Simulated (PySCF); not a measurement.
# Nuclear quadrupole coupling in `CC(=O)CP(C[SiH3])C1CC1`

Compound: C7H15OPSi.
Numbering: `[CH3:1][C:2](=[O:3])[CH2:4][P:5]([CH2:6][SiH3:7])[CH:8]1[CH2:9][CH2:10]1` (hydrogens: H11, H12, H13 on C1; H14, H15 on C4; H16, H17 on C6; H18, H19, H20 on Si7; H21 on C8; H22, H23 on C9; H24, H25 on C10)

Cartesian coordinates in Å at the PBE0-D3(BJ)/def2-SVP level; atoms count from 1:
```xyz
25
C7H15OPSi angstrom
C      3.1692   -0.9134    0.6623
C      2.3237   -0.6036   -0.5465
O      2.2846   -1.3284   -1.5124
C      1.4947    0.6584   -0.4805
P      0.0149    0.4284    0.6453
C     -0.9688    1.9184    0.1514
Si    -0.2861    3.5661    0.7651
C     -0.8500   -0.8735   -0.2969
C     -1.9748   -1.6203    0.3713
C     -0.6704   -2.3053    0.1317
H      3.9800   -0.1719    0.7478
H      3.6021   -1.9166    0.5675
H      2.5681   -0.8375    1.5826
H      1.1634    0.9117   -1.4995
H      2.0894    1.4901   -0.0689
H     -1.1099    1.9569   -0.9432
H     -1.9685    1.7911    0.6023
H     -0.0851    3.5242    2.2452
H      1.0268    3.8743    0.1188
H     -1.2407    4.6674    0.4329
H     -0.9431   -0.7005   -1.3763
H     -2.8334   -1.8948   -0.2469
H     -2.2303   -1.3493    1.4003
H     -0.0312   -2.5029    0.9975
H     -0.6006   -3.0570   -0.6581
```

Field gradients from the PBE0/pcSseg-1 density (PySCF, non-relativistic), principal values in atomic units, ordered |Vxx| ≤ |Vyy| ≤ |Vzz|:

| atom | Vxx | Vyy | Vzz |
| --- | --- | --- | --- |
| O3 | 0.5390 | 1.4865 | -2.0255 |

Question: Find the asymmetry η = (Vxx − Vyy)/Vzz and the couplings χ = eQV/h (234.96 MHz × Q in barn × V in au), with Q(17O) = −0.0256 b.

Answer: 
| atom | environment | nucleus | η | χzz (MHz) | χxx (MHz) | χyy (MHz) |
| --- | --- | --- | --- | --- | --- | --- |
| O3 | ketone oxygen | 17O | 0.47 | 12.18 | -3.24 | -8.94 |

Question: What is Vzz at O3 in SI units (1 au = 9.71736 × 10²¹ V/m²)?

Answer: -2.0255 au = -19.683 × 10²¹ V/m².

Were the hydrogens deuterons (Q(2H) = 0.00286 b), χzz would run from 94 kHz (H19, H20 and H18) to 206 kHz (H22 and H25).

Geometry: PBE0-D3(BJ)/def2-SVP, one conformer, isolated molecule. With a basis this small, the couplings can be 20 % off.
